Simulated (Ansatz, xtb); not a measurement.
## Relative energy of two structures of C2H8BClO

Structure X: `C[OH+][B@H-](C)Cl`, a singlet. Structure Y: a singlet given by its coordinates. Both are isolated molecules in the gas phase, relaxed with PBE0-D4/def2-SVP; the shapes shown needn't be the lowest conformers.

X (Å):

```
atom    x (Å)    y (Å)    z (Å)
   C  -0.2292  -2.0717  -2.1805
   C   0.8213  -0.6838   1.3124
   B  -0.2729  -0.9363   0.1910
  Cl  -1.6285  -2.1035   0.7178
   O   0.5034  -1.7776  -0.9843
   H   0.4132  -2.6525  -2.8551
   H  -1.1517  -2.6136  -1.9299
   H  -0.4766  -1.1064  -2.6351
   H   0.8140  -2.5985  -0.5722
   H  -0.7117   0.0205  -0.4162
   H   0.3654  -0.1266   2.1460
   H   1.6651  -0.0802   0.9394
   H   1.2248  -1.6159   1.7463
```

Y (Å):

```xyz
13

C    -1.5070   -0.1676   -0.1045
C     1.1080   -0.8702   -0.5625
B     0.0270    0.2357   -0.1969
Cl    0.3092    1.8639   -1.0835
O     0.4314    0.6978    1.3947
H    -2.1601    0.6481    0.2491
H    -1.8679   -0.4389   -1.1095
H    -1.6645   -1.0445    0.5448
H     1.0175   -1.7640    0.0768
H     2.1492   -0.5089   -0.5098
H     0.9479   -1.1984   -1.6020
H     1.3412    1.0307    1.3418
H    -0.1115    1.4814    1.5764
```

Close contacts (Å): C1–B3 1.59, C2–B3 1.59, B3–Cl4 1.88, B3–O5 1.71, C1–H6 1.10, C1–H7 1.10, C1–H8 1.10, C2–H9 1.10, C2–H10 1.10, C2–H11 1.10, O5–H12 0.97, O5–H13 0.97.

Task: Which of the two would you expect CCSD(T)/def2-SVP + ΔMP2/def2-TZVPP electronic energies to favour?

Result: Structure Y; the calculation gives E(Y) − E(X) = −18.3 kcal/mol.

How the difference moves with the method:

```
                             level          geometry  E(Y) − E(X) (kcal/mol)  departure from the last row (kcal/mol)  job, with rough time for the two
                          GFN2-xTB          GFN2-xTB                      +0.8                                   +19.1              optimisation, 0.27 s
                         HF/STO-3G          GFN2-xTB                      −4.7                                   +13.6              single point, 0.32 s
                r2SCAN-D4/def2-SVP          GFN2-xTB                     −19.0                                    −0.7               single point, 4.5 s
                  PBE0-D4/def2-SVP  PBE0-D4/def2-SVP                     −18.5                                    −0.2                optimisation, 38 s
                       HF/def2-SVP  PBE0-D4/def2-SVP                     −15.3                                    +3.0           part of the CCSD(T) run
                      MP2/def2-SVP  PBE0-D4/def2-SVP                     −19.4                                    −1.1           part of the CCSD(T) run
                  CCSD(T)/def2-SVP  PBE0-D4/def2-SVP                     −17.7                                    +0.6                      single point
CCSD(T)/def2-SVP + ΔMP2/def2-TZVPP  PBE0-D4/def2-SVP                     −18.3                                                        single point, 41 s
```

GFN2-xTB puts the two in the other order. The largest departure from CCSD(T)/def2-SVP + ΔMP2/def2-TZVPP is that of GFN2-xTB, 19.1 kcal/mol. The last row adds to CCSD(T) the change of the MP2 difference between the two basis sets, here −0.6 kcal/mol.

With thermal terms from frequencies at re-optimised GFN2-xTB minima (ideal gas, soft modes damped towards free rotors, one conformer each, 298.15 K, 1 atm): on the last row, ΔE + ΔZPE = −18.7, ΔH = −18.2, ΔG = −19.2 kcal/mol.

The correlated steps freeze 9 core orbitals. Mirror images aren't counted in ΔG. Codes used: Ansatz 0.2.0, xtb 6.7.1; the last row on 2 threads of Arm Neoverse V1 on a shared host.
